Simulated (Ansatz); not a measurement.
`C[Si](O)(O)F`. Charge 0, multiplicity 1. The geometry is a stationary point of PBE0-D4/def2-TZVP. It is one conformer, not always the lowest.

```xyz
10

C     0.581   -1.265    0.058
Si   -0.326    0.326   -0.103
O    -1.233    0.535    1.229
O     0.624    1.645   -0.282
F    -1.250    0.250   -1.409
H    -0.117   -2.090    0.217
H     1.267   -1.229    0.906
H     1.160   -1.478   -0.844
H    -1.588    1.410    1.396
H     0.882    1.896   -1.169
```

(1) What is the dipole moment at ωB97M-V/def2-TZVPP? (An estimate is asked.)

(2) And with PBE, r2SCAN, B3LYP? (Estimate.)

(3) Give the Mulliken charges with ωB97M-V, PBE, r2SCAN in def2-TZVPP. (Estimate.)

Answers

(1) The calculation gave: 1.18 D, with components (0.91, 0.59, -0.45) D in this frame, pointing from negative to positive charge.

(2) Ansatz gave: PBE 1.13 D, r2SCAN 1.16 D, B3LYP 1.17 D.

(3) Computed: 
```json
{"atom": "C1", "ωB97M-V": "-0.46", "PBE": "-0.40", "r2SCAN": "-0.33"}
{"atom": "Si2", "ωB97M-V": "0.82", "PBE": "0.70", "r2SCAN": "0.85"}
{"atom": "O3", "ωB97M-V": "-0.38", "PBE": "-0.36", "r2SCAN": "-0.42"}
{"atom": "O4", "ωB97M-V": "-0.39", "PBE": "-0.36", "r2SCAN": "-0.42"}
{"atom": "F5", "ωB97M-V": "-0.32", "PBE": "-0.29", "r2SCAN": "-0.33"}
{"atom": "H6", "ωB97M-V": "0.13", "PBE": "0.11", "r2SCAN": "0.09"}
{"atom": "H7", "ωB97M-V": "0.13", "PBE": "0.11", "r2SCAN": "0.08"}
{"atom": "H8", "ωB97M-V": "0.11", "PBE": "0.10", "r2SCAN": "0.07"}
{"atom": "H9", "ωB97M-V": "0.18", "PBE": "0.20", "r2SCAN": "0.21"}
{"atom": "H10", "ωB97M-V": "0.18", "PBE": "0.19", "r2SCAN": "0.21"}
```

B3LYP here is the variant with VWN-RPA as its local correlation; programs differ in this.
